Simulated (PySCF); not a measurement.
## Vertical excitation energies

Compound: PhCHFCH2CH3, C9H11F.
SMILES: `CC[C@H](F)c1ccccc1`

Method: TDDFT wB97X-D/def2-SVPD, vertical, gas phase, core orbitals frozen in the response in PySCF 2.14.0, density-fitted response routines. Isolated species at its PBE0-D3(BJ)/def2-SVP geometry (one conformer only). Torsions of this conformer, `[CH3:1][CH2:2][C@H:3]([F:4])[c:5]1[cH:6][cH:7][cH:8][cH:9][cH:10]1`: C1–C2–C3–F4 61°, C2–C3–C5–C6 -71°.

What does the calculation give for the low-lying excited states?

| state | λ (nm) | E (eV) | f | main configurations (H = HOMO, L = LUMO) |
| --- | --- | --- | --- | --- |
| S1 | 228.2 | 5.43 | 0.0011 | H→L+1 (30%), H-1→L (27%), H→L (25%) |
| S2 | 202.9 | 6.11 | 0.021 | H→L (39%), H→L+1 (22%), H-1→L (20%) |
| S3 | 177.1 | 7.00 | 0.467 | H-1→L+1 (50%), H→L (26%), H→L+1 (11%) |
| S4 | 176.6 | 7.02 | 0.757 | H-1→L (42%), H→L+1 (35%), H-1→L+1 (12%) |
| S5 | 167.4 | 7.41 | 0.0067 | H→L+2 (78%), H→L+3 (9%) |
| S6 | 164.2 | 7.55 | 0.0021 | H-1→L+2 (74%), H-1→L+3 (11%) |
| S7 | 159.5 | 7.77 | 0.010 | H-2→L (78%), H-6→L (13%) |
| S8 | 158.1 | 7.84 | 0.0025 | H-2→L+1 (44%), H-4→L (19%), H-5→L (15%) |
| S9 | 156.7 | 7.91 | 0.0029 | H-4→L (32%), H-2→L+1 (26%), H-5→L (24%) |
| S10 | 154.6 | 8.02 | 0.033 | H→L+3 (41%), H-4→L+1 (16%), H-5→L+1 (12%) |

Triplets (Tamm–Dancoff): T1 4.17 eV, H→L (37%), H-1→L+1 (21%), H-1→L (19%); T2 4.81 eV, H→L (52%), H-1→L+1 (36%), H→L+1 (10%); T3 4.83 eV, H→L+1 (47%), H-1→L (47%); T4 5.23 eV, H-1→L+1 (39%), H-1→L (32%), H→L+1 (21%).

The lowest singlet lies at 5.43 eV (228 nm, ultraviolet) and is very weak; its leading configuration is HOMO→LUMO+1 (30%). The most intense listed level is S4 at 7.02 eV (177 nm, f = 0.757), 1.59 eV above S1. Löwdin shares by element: HOMO carbon 66% or more (atoms not listed hold the other 34%); LUMO carbon 69% or more (atoms not listed hold the other 31%). Weighted by f, the mean energy of these states is 7.03 eV. Orbital energies (eV): HOMO-3 -11.42, HOMO-2 -11.11, HOMO-1 -9.18, HOMO -8.96, LUMO 1.30, LUMO+1 1.43, LUMO+2 2.32. The oscillator strengths of these states sum to 1.305; summed over the whole spectrum of an exact calculation they would give the number of electrons, 74 (Thomas–Reiche–Kuhn). All these states lie below the vertical ionisation energy of 9.01 eV (ΔSCF). Singlets were solved by full linear response, triplets in the Tamm–Dancoff approximation.
